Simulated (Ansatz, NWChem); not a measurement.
**KF (SMILES [F][K]): the vertical ionisation energy from total energies**

KF has 2 atoms, charge 0, and is taken as a singlet. SMILES: `[F][K]`. The shape is that of a PBE0-D4/def2-TZVP optimisation.

```
atom    x (Å)    y (Å)    z (Å)
   F   0.9461  -0.3624   0.4704
   K  -0.9166   0.3022  -0.4663
```

Both states at this one shape; open shells run unrestricted unless said. 1 Eh = 27.2114 eV.

| level | program | singlet KF (Eh) | doublet KF+ (Eh) | HOMO of the first (eV) |
| --- | --- | --- | --- | --- |
| HF/STO-3G | Ansatz | -691.032522 | -691.003973 | -4.09 |
| TPSS/def2-TZVPP | NWChem | -699.880929 | -699.524565 | -4.60 |
| B3LYP/6-31G* (spherical functions) | Ansatz | -699.778981 | -699.432509 | -5.75 |
| HSE06/def2-TZVPP | Ansatz | -699.576992 | -699.226198 | -5.87 |

Work out the vertical ionisation energy at each level.


1. HF/STO-3G: -691.003973 − (-691.032522) = 0.028549 Eh = 0.78 eV; −ε(HOMO) = 4.09 eV.
2. TPSS/def2-TZVPP: -699.524565 − (-699.880929) = 0.356364 Eh = 9.70 eV; −ε(HOMO) = 4.60 eV.
3. B3LYP/6-31G* (spherical functions): -699.432509 − (-699.778981) = 0.346472 Eh = 9.43 eV; −ε(HOMO) = 5.75 eV.
4. HSE06/def2-TZVPP: -699.226198 − (-699.576992) = 0.350794 Eh = 9.55 eV; −ε(HOMO) = 5.87 eV.

No measured value is set beside it here; the levels span 0.78 to 9.70 eV. In Hartree–Fock, −ε(HOMO) (Koopmans) exceeds the difference of totals by the orbital relaxation of the ion. In semi-local functionals −ε(HOMO) lies far under the ionisation energy, a result of self-interaction, while the difference of totals does much better. Hartree–Fock favours the state with fewer electron pairs, since it lacks pair correlation. Minimal sets are far from the basis-set limit.
